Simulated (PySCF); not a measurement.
C3H10Si3, SMILES C[SiH2][SiH2]C#C[SiH3].

Coordinates come from a PBE0-D3(BJ)/def2-SVP optimisation. The structure was generated by enumeration, and PubChem lists no compound with its InChIKey, so it may never have been made. Other conformers were not sampled.

Level of theory: TDA-PBE/def2-SVPD run with PySCF.

Vertical excitations. Isolated molecule, no solvent.

| state | energy (eV) | λ (nm) | f | main pairs |
|---|---|---|---|---|
| S1 | 5.04 | 246 | 0.003 | HOMO→LUMO 57 %, HOMO→LUMO+1 39 % |
| S2 | 5.32 | 233 | 0.087 | HOMO→LUMO+1 41 %, HOMO→LUMO 27 %, HOMO−1→LUMO 20 %, HOMO−1→LUMO+1 10 % |
| S3 | 5.44 | 228 | 0.002 | HOMO−1→LUMO+1 57 %, HOMO−1→LUMO 39 % |
| S4 | 6.04 | 205 | 0.009 | HOMO→LUMO+2 78 % |
| S5 | 6.11 | 203 | 0.287 | HOMO−2→LUMO 28 %, HOMO−2→LUMO+1 26 %, HOMO−1→LUMO 15 %, HOMO−1→LUMO+1 12 % |
| S6 | 6.12 | 202 | 0.003 | HOMO−2→LUMO 39 %, HOMO−2→LUMO+1 37 %, HOMO→LUMO+2 16 % |
| T1 | 4.38 | 283 | 0 | HOMO→LUMO+1 40 %, HOMO→LUMO 30 %, HOMO−1→LUMO 13 %, HOMO−1→LUMO+1 9 % |
| T2 | 4.66 | 266 | 0 | HOMO→LUMO 46 %, HOMO→LUMO+1 31 %, HOMO−1→LUMO+1 14 % |
Triplets are in the Tamm–Dancoff approximation.
